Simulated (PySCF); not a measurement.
## Ions at one geometry of [PbSF]+

PySCF 2.14.0, RKS PBE0, Pb def2-SVP with ECP60, S def2-SVP, F def2-SVP; non-relativistic Hamiltonian with scalar-relativistic core potentials where named; density fitting; no spin-orbit coupling; singlets restricted, open shells unrestricted. The geometry is relaxed for charge +1, singlet, vacuum:

```xyz
3

Pb   -0.1289    0.0000    0.3765
S     2.1315    0.0000    0.4727
F    -2.0945    0.0000    0.2933
```

Energies count from the relaxed state; an electron taken off or put on is at rest in vacuum. Charges and spins are Mulliken's.

```
                     state  energy (eV)  spin squared  charge on Pb1 (e)  spin on Pb1 (e)  dipole about the centre of mass (D)
charge +1, singlet, vacuum         0.00          0.00               1.17             0.00                                 1.49
charge +2, doublet, vacuum        16.34          0.76               1.55             0.03                                 5.53
```

Problem. What does the state charge 0, doublet, vacuum give?

Solution. energy (eV) -8.57, spin squared 0.76, charge on Pb1 (e) 0.70, spin on Pb1 (e) 0.26, dipole about the centre of mass (D) 0.59.

With an electron taken off (doublet) the charges change, summed by element, by Pb +0.37 e, S +0.50 e, F +0.13 e. The vertical ionisation energy is 16.34 eV, against −ε(HOMO) = 14.14 eV of the relaxed state. The level lies 2.2 eV too high, as is usual for semilocal functionals and global hybrids, which keep a self-interaction error.

With an electron put on (doublet) the charges change, summed by element, by Pb -0.48 e, S -0.39 e, F -0.13 e. The vertical electron affinity is 8.57 eV, against −ε(LUMO) = 10.90 eV of the relaxed state.

Open shells may have lower solutions than those found.
